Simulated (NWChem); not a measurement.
trisilylphosphine (Si3PH9); SMILES [SiH3]P([SiH3])[SiH3]

```xyz
13

Si    -1.8859     0.5405     0.1768
P      0.0005     0.0004    -0.9737
Si     1.4099     1.3641     0.1785
Si     0.4742    -1.9029     0.1784
H     -2.2942     1.9318    -0.2224
H     -1.7060     0.4920     1.6724
H     -2.9669    -0.4278    -0.2180
H      1.1154     2.7840    -0.2206
H      2.8198     1.0195    -0.2158
H      1.2734     1.2366     1.6741
H      1.8515    -2.3587    -0.2180
H     -0.5294    -2.9504    -0.2184
H      0.4288    -1.7218     1.6739
```
Atoms are numbered in this order, from 1.

Level: PBE-D3(BJ)/def2-SVP (NWChem), optimised geometry, unscaled harmonic frequencies. 

List the harmonic frequencies with IR intensities, and the thermochemistry.


```tsv
frequency (cm⁻¹)	IR intensity (km/mol)
53	0.0
99	0.2
99	0.2
121	0.3
121	0.3
130	0.2
395	0.3
443	14.1
444	14.1
501	0.0
539	11.6
539	11.6
604	1.9
604	2.2
605	11.4
840	368.8
840	369.3
886	6.5
892	1.0
893	1.0
903	0.0
904	119.9
908	50.4
908	50.4
2141	25.4
2141	25.6
2148	118.6
2166	62.0
2166	63.2
2170	71.7
2174	0.0
2177	126.1
2177	127.3
```

```
Quantity                                                                           Result
-----------------------------------------------------------------------  ----------------
zero-point energy                                                           46.8 kcal/mol
thermal correction to the enthalpy at 298.15 K (with zero-point energy)     53.4 kcal/mol
heat capacity Cv                                                         33.2 cal/(mol K)
entropy at 298.15 K and 1 atm (symmetry number 3)                        94.3 cal/(mol K)
dipole moment                                                                      0.67 D
```

Rigid rotor and harmonic oscillator; modes under 100 cm⁻¹ make the entropy uncertain.
